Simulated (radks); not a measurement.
The numbers below are computed, except where a source is named.
Spherical quantum dot in the effective-mass picture: electrons in a well V = -V0 / (1 + exp((r - R)/a)) with V0 = 4.36, R = 10.8, a = 1.2, all in effective atomic units (hartree* = m*/eps^2 hartree, bohr* = eps/m* bohr), one dielectric constant everywhere. Level of theory: non-relativistic Kohn-Sham, LDA (Slater exchange, Perdew-Wang correlation), spin-polarised, spherical densities (a radial shooting solver with Libxc functionals). Levels are named by radial order and angular momentum (1s, 1p, 1d, 2s, ...), and open shells are averaged over m. Results are scaled to m* = 0.03 and eps = 16.5, for which hartree* = 2.998 meV and bohr* = 29.1 nm.

N = 23, configuration 1s2 1p6 1d10 1f(up 5, down 0). This is the lowest configuration that the search found (a dilute case). Occupied and some empty levels:

level    occupation  eigenvalue (meV)  <r> (nm)
1s up             1           -3.7220     197.0
1s down           1           -3.6722     195.6
1p up             3           -3.6465     201.6
1p down           3           -3.5951     200.8
1d up             5           -3.5089     207.0
1d down           5           -3.4560     206.6
1f up             5           -3.3176     212.3
1f down           0           -3.2638     212.2
1g up             0           -3.0787     217.3
2s up             0           -3.0260     141.4
1g down           0           -3.0245     217.4
2s down           0           -3.0071     140.3
2p up             0           -2.8151     163.8
2p down           0           -2.7898     163.0
2d up             0           -2.5492     178.9
2d down           0           -2.5191     178.3

Energy (meV): total -180.416, kinetic 10.043, external -281.51, Hartree 103.70, exchange-correlation -12.649.

Electron density:

r (nm)  n(r) (e/nm^3)
8.36        4.260e-09
29.4        6.007e-09
50.4        1.101e-08
71.3        2.267e-08
92.3        4.746e-08
113         9.516e-08
134         1.763e-07
155         2.917e-07
176         4.146e-07
197         4.794e-07
218         4.196e-07
239         2.556e-07
260         9.969e-08
281         2.360e-08
302         3.310e-09
323         2.917e-10
344         1.768e-11
365         8.107e-13
